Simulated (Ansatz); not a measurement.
Gas-phase electronic energies from Ansatz, PBE0-D4/def2-TZVP geometries. CCSD(T)/CBS adds triple-zeta CCSD(T) − MP2 to the extrapolated MP2 energy (def2 sets, frozen cores). This one scheme is used for every species. DFT in def2-TZVPP. For Ga, Ge outer-core shells are correlated without core-valence functions, which leaves a few kJ/mol of doubt a bond. Scalar relativity is left out up to krypton. One conformer a species, not always the lowest.

Consider the cleavage of the Ga–Ge bond: `[SiH3][GeH2][GaH2]` + `PP` → `P[PH][GaH2]` + `[SiH3][GeH3]`.

CCSD(T)/CBS gives -9.7 kJ/mol.

Question: Another level gave -5.5 kJ/mol. Which?
A. BLYP/def2-TZVPP
B. SCS-MP2/def2-TZVPP
C. LDA (SPW92)/def2-TZVPP
D. PBE0-D4/def2-TZVPP

Answer: B. SCS-MP2/def2-TZVPP -5.5, LDA (SPW92) -22.5, PBE0-D4 -10.1, BLYP 6.9 kJ/mol.

Question: What do rigid-rotor, harmonic-oscillator terms from PBE0-D4/def2-TZVP frequencies (298.15 K, 1 bar) make of the CCSD(T)/CBS value? (Best estimate.)

Answer: Ansatz gave: ΔZPE = +0.9 kJ/mol, ΔH = -11.0 kJ/mol, ΔS = -29 J/(mol·K), ΔG = -2.2 kJ/mol.

Largest T1 diagnostic among the species: 0.014.

Leaving LDA and LC-ωPBE aside and taking each functional with its dispersion term where it has one, the values, not all of them listed here, spread over 17.9 kJ/mol, from B97M-V to BLYP-D4. LDA lies −14.6 kJ/mol from PBE without D4. At CCSD(T), def2-SVP lies +8.4 kJ/mol from the extrapolated value and def2-TZVPP +3.2 kJ/mol.
